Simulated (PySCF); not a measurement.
# Hg²⁺ (mercury, charge +2): UHF calculation

Configuration: [Xe] 4f14 5d9 6p1, one real determinant (an excited configuration). Calculation: PySCF 2.14, in def2-QZVPPD with the def2 core potential (60 electrons) (7s5p4d4f2g, 88 functions); scalar relativity through the core potential.

* Total energy: -151.091886 hartree
* One-electron energy: -252.6179 hartree
* Hartree (Coulomb) energy: 113.8960 hartree
* Exchange energy: -12.3699 hartree
* ⟨S²⟩: 2.0020
* ⟨L²⟩: 8.052
* Sum of ⟨r⟩: 23.92 bohr
* Sum of ⟨r²⟩: 39.88 bohr²
* Traceless quadrupole moment −½Σ⟨3z² − r²⟩ along its main axis: -3.82 e·bohr²

| shell | electrons | mean orbital energy (eV) | spread (eV) | rms radius, mean of both spins (bohr) |
| --- | --- | --- | --- | --- |
| 5s α | 1 | -162.97 | 0 | 0.976 |
| 5s β | 1 | -161.01 | 0 | 0.976 |
| 5p α | 3 | -108.25 | 1.630 | 1.11 |
| 5p β | 3 | -105.70 | 1.782 | 1.11 |
| 5d α | 5 | -40.913 | 1.805 | 1.50 |
| 5d β | 4 | -39.692 | 0.631 | 1.50 |
| 6p α | 1 | -19.579 | 0 | 3.21 |

⟨L²⟩ = 8.05 against 12 for a pure F term, so this real determinant mixes terms. Energies and moments cover only the electrons outside the core potential. Spin-orbit coupling, absent here, splits the open shell strongly.
